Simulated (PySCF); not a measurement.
H$_{2}$N (SMILES [NH2]), doublet, at a GFN2-xTB geometry; CAMB3LYP/pcseg-1 run with PySCF.

The PySCF input:
```python
from pyscf import gto, scf, dft

mol = gto.M(
    atom='''
N     0.006696    0.124713    0.034303
H    -0.852150   -0.390821   -0.124342
H     0.805275   -0.482171   -0.115779
''',
    basis='pcseg-1',
    charge=0,
    spin=1,
    verbose=4,
    symmetry=True,
)

mf = dft.UKS(mol)
mf.xc = 'camb3lyp'
mf.irrep_nelec = {'A1': (3, 3), 'A2': (1, 0), 'B1': (0, 0), 'B2': (1, 1)}
mf.kernel()
mf.analyze()
```

The log (banner, timings and long lists left out):

```
PySCF version 2.14.0

[INPUT] verbose = 4
[INPUT] num. atoms = 3
[INPUT] num. electrons = 9
[INPUT] charge = 0
[INPUT] spin (= nelec alpha-beta = 2S) = 1
[INPUT] symmetry True subgroup None
[INPUT] Mole.unit = angstrom
[INPUT] Symbol           X                Y                Z      unit          X                Y                Z       unit  Magmom
[INPUT]  1 N      0.006696000000   0.124713000000   0.034303000000 AA    0.012653606130   0.235673414173   0.064823275251 Bohr   0.0
[INPUT]  2 H     -0.852150000000  -0.390821000000  -0.124342000000 AA   -1.610330117048  -0.738544653729  -0.234972325781 Bohr   0.0
[INPUT]  3 H      0.805275000000  -0.482171000000  -0.115779000000 AA    1.521749204959  -0.911171135208  -0.218790600976 Bohr   0.0

nuclear repulsion = 7.62368780688672
point group symmetry = C2v
symmetry origin: [-6.29908708e-07 -2.09969569e-07 -3.08395285e-18]
symmetry axis x: [ 0.01954231  0.26417976 -0.96427546]
symmetry axis y: [ 0.99847128 -0.05503174  0.00515845]
symmetry axis z: [-0.051703   -0.96290216 -0.26485135]
num. orbitals of irrep A1 = 11
num. orbitals of irrep A2 = 2
num. orbitals of irrep B1 = 4
num. orbitals of irrep B2 = 7
number of shells = 7
number of NR pGTOs = 39
number of NR cGTOs = 24
basis = pcseg-1
ecp = {}

******** <class 'pyscf.dft.uks_symm.SymAdaptedUKS'> ********
method = SymAdaptedUKS
initial guess = minao
damping factor = 0
level_shift factor = 0
DIIS = <class 'pyscf.scf.diis.CDIIS'>
diis_start_cycle = 1
diis_space = 8
diis_damp = 0
SCF conv_tol = 1e-09
SCF conv_tol_grad = None
SCF max_cycles = 50
direct_scf = True
direct_scf_tol = 1e-13
number electrons alpha = 5  beta = 4
irrep_nelec {'A1': (3, 3), 'A2': (1, 0), 'B1': (0, 0), 'B2': (1, 1)}
XC library pyscf.dft.libxc version 7.1.2
    S. Lehtola, C. Steigemann, M. J. T. Oliveira, and M. A. L. Marques,  SoftwareX 7, 1–5 (2018)
XC functionals = camb3lyp
    T. Yanai, D. P. Tew, and N. C. Handy,  Chem. Phys. Lett. 393, 51 (2004)
radial grids:
    Treutler-Ahlrichs [JCP 102, 346 (1995); DOI:10.1063/1.469408] (M4) radial grids

becke partition: Becke, JCP 88, 2547 (1988); DOI:10.1063/1.454033
pruning grids: <function nwchem_prune>
grids dens level: 3
symmetrized grids: True
atomic radii adjust function: <function treutler_atomic_radii_adjust>
small_rho_cutoff = 0
Freeze 9 electrons in irreps ['A1', 'A2', 'B1', 'B2']
    0 free electrons in irreps
Set gradient conv threshold to 3.16228e-05
tot grids = 33520
init E= -55.6510294719172

cycle= 1 E= -54.1651069157469  delta_E= 1.49  |g|= 0.146  |ddm|= 1.26

cycle= 2 E= -54.1698552207034  delta_E= -0.00475  |g|= 0.0997  |ddm|= 0.174

cycle= 3 E= -54.1742785500862  delta_E= -0.00442  |g|= 0.00952  |ddm|= 0.0779

cycle= 4 E= -54.1743285852918  delta_E= -5e-05  |g|= 0.00148  |ddm|= 0.00917

cycle= 5 E= -54.1743317113832  delta_E= -3.13e-06  |g|= 0.000464  |ddm|= 0.00306

cycle= 6 E= -54.1743320969684  delta_E= -3.86e-07  |g|= 9.74e-05  |ddm|= 0.00124

cycle= 7 E= -54.1743321156284  delta_E= -1.87e-08  |g|= 1.27e-05  |ddm|= 0.000307

cycle= 8 E= -54.1743321159171  delta_E= -2.89e-10  |g|= 1.56e-06  |ddm|= 3.82e-05

Extra cycle  E= -54.1743321159207  delta_E= -3.6e-12  |g|= 5.49e-07  |ddm|= 3.19e-06
converged SCF energy = -54.1743321159207  <S^2> = 0.7509197  2S+1 = 2.0009195
**** SCF Summaries ****
Total Energy =                         -54.174332115920734
Nuclear Repulsion Energy =               7.623687806886719
One-electron Energy =                  -88.507036263879840
Two-electron Energy =                   26.709016341072381
Two-electron Coulomb Energy =           34.319941187408659
DFT Exchange-Correlation Energy =       -7.610924846336278
Wave-function symmetry = A2
alpha occupancy for each irrep:     A1   A2   B1   B2
                                     3    1    0    1
beta  occupancy for each irrep:     A1   A2   B1   B2
                                     3    0    0    1
**** MO energy ****
alpha MO #1 (A1 #1), energy= -14.5093532891503 occ= 1
alpha MO #2 (A1 #2), energy= -0.904294748025914 occ= 1
alpha MO #3 (B2 #1), energy= -0.542770050903115 occ= 1
alpha MO #4 (A1 #3), energy= -0.394669653656364 occ= 1
alpha MO #5 (A2 #1), energy= 1.28701554144523 occ= 1
alpha MO #6 (B1 #1), energy= -0.135895401372878 occ= 0
alpha MO #7 (A1 #4), energy= 0.102716207514416 occ= 0
alpha MO #8 (B2 #2), energy= 0.164900303147285 occ= 0
alpha MO #9 (B2 #3), energy= 0.611708358248372 occ= 0
alpha MO #10 (A1 #5), energy= 0.675626839096434 occ= 0
alpha MO #11 (B1 #2), energy= 0.688272825737641 occ= 0
alpha MO #12 (A1 #6), energy= 0.697834264534988 occ= 0
alpha MO #13 (B2 #4), energy= 0.81717828438675 occ= 0
alpha MO #14 (A1 #7), energy= 1.0836058593162 occ= 0
alpha MO #15 (A1 #8), energy= 1.63750004596471 occ= 0
alpha MO #16 (B1 #3), energy= 1.69856168416325 occ= 0
alpha MO #17 (B2 #5), energy= 2.09418941733412 occ= 0
alpha MO #18 (A1 #9), energy= 2.24002058239814 occ= 0
alpha MO #19 (B2 #6), energy= 2.35534467805566 occ= 0
alpha MO #20 (B1 #4), energy= 2.50281431267279 occ= 0
alpha MO #21 (A2 #2), energy= 2.58304065835971 occ= 0
alpha MO #22 (A1 #10), energy= 2.89022984629328 occ= 0
alpha MO #23 (A1 #11), energy= 3.29765211808688 occ= 0
alpha MO #24 (B2 #7), energy= 3.40622771401558 occ= 0
beta  MO #1 (A1 #1), energy= -14.5103068315609 occ= 1
beta  MO #2 (A1 #2), energy= -0.868317323968154 occ= 1
beta  MO #3 (B2 #1), energy= -0.490746843825809 occ= 1
beta  MO #4 (A1 #3), energy= -0.38537265016198 occ= 1
beta  MO #5 (B1 #1), energy= -0.0971410047664065 occ= 0
beta  MO #6 (A1 #4), energy= 0.108502588352804 occ= 0
beta  MO #7 (B2 #2), energy= 0.173719776714933 occ= 0
beta  MO #8 (B2 #3), energy= 0.635456207325151 occ= 0
beta  MO #9 (A1 #5), energy= 0.687820996846764 occ= 0
beta  MO #10 (B1 #2), energy= 0.697676694743181 occ= 0
beta  MO #11 (A1 #6), energy= 0.713720027762893 occ= 0
beta  MO #12 (B2 #4), energy= 0.830518545557562 occ= 0
beta  MO #13 (A1 #7), energy= 1.09370770480373 occ= 0
beta  MO #14 (A2 #1), energy= 1.63052871497447 occ= 0
beta  MO #15 (A1 #8), energy= 1.66213530943628 occ= 0
beta  MO #16 (B1 #3), energy= 1.77514717978226 occ= 0
beta  MO #17 (B2 #5), energy= 2.11951113119688 occ= 0
beta  MO #18 (A1 #9), energy= 2.25665548025713 occ= 0
beta  MO #19 (B2 #6), energy= 2.38495492233394 occ= 0
beta  MO #20 (B1 #4), energy= 2.58164845760929 occ= 0
beta  MO #21 (A2 #2), energy= 2.68689938841167 occ= 0
beta  MO #22 (A1 #10), energy= 2.91092672147138 occ= 0
beta  MO #23 (A1 #11), energy= 3.32007559480934 occ= 0
beta  MO #24 (B2 #7), energy= 3.4238705577072 occ= 0
 ** Mulliken pop alpha/beta on meta-lowdin orthogonal AOs **
 ** Mulliken pop       alpha | beta **
pop of  0 N 1s        0.99997 | 0.99997
pop of  0 N 2s        0.79192 | 0.79121
pop of  0 N 3s        0.00291 | 0.00304
pop of  0 N 2px       0.64185 | 0.64811
pop of  0 N 2py       0.78274 | 0.79640
pop of  0 N 2pz       0.05909 | 0.06012
pop of  0 N 3px       0.00203 | 0.00206
pop of  0 N 3py       0.00225 | 0.00239
pop of  0 N 3pz       0.00017 | 0.00018
pop of  0 N 3dxy      0.03260 | 0.00123
pop of  0 N 3dyz      0.00152 | 0.00021
pop of  0 N 3dz^2     0.00064 | 0.00067
pop of  0 N 3dxz      0.41600 | 0.00009
pop of  0 N 3dx2-y2    0.00077 | 0.00011
pop of  1 H 1s        0.35048 | 0.34206
pop of  1 H 2s        0.00579 | 0.00436
pop of  1 H 2px       0.00061 | 0.00042
pop of  1 H 2py       0.01957 | 0.00026
pop of  1 H 2pz       0.25632 | 0.00002
pop of  2 H 1s        0.35048 | 0.34206
pop of  2 H 2s        0.00579 | 0.00436
pop of  2 H 2px       0.00058 | 0.00040
pop of  2 H 2py       0.01960 | 0.00028
pop of  2 H 2pz       0.25632 | 0.00002
In total             5.00000 | 4.00000
 ** Mulliken atomic charges   ( Nelec_alpha | Nelec_beta ) **
charge of  0N =     -0.04021  (     3.73445      3.30576 )
charge of  1H =      0.02011  (     0.63278      0.34712 )
charge of  2H =      0.02011  (     0.63278      0.34712 )
Dipole moment(X, Y, Z, Debye): -0.05641, -1.05063, -0.28898
```
